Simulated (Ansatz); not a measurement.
Harmonic frequencies (cm⁻¹) at PBE0-D4/def2-TZVP from Ansatz: 338, 401, 445, 456, 646, 650, 779, 1091, 1137, 1312, 1615, 1788, 3603, 3618, 3750.

Each molecule was computed in one conformer, which needn't be the lowest.

Which molecule is it?
A. `O=C[O][GeH3]`
B. `[OH][SnH]1[NH][AlH]1`
C. `N=C(N)Cl`
D. `C1O[SiH2]S1`

C.
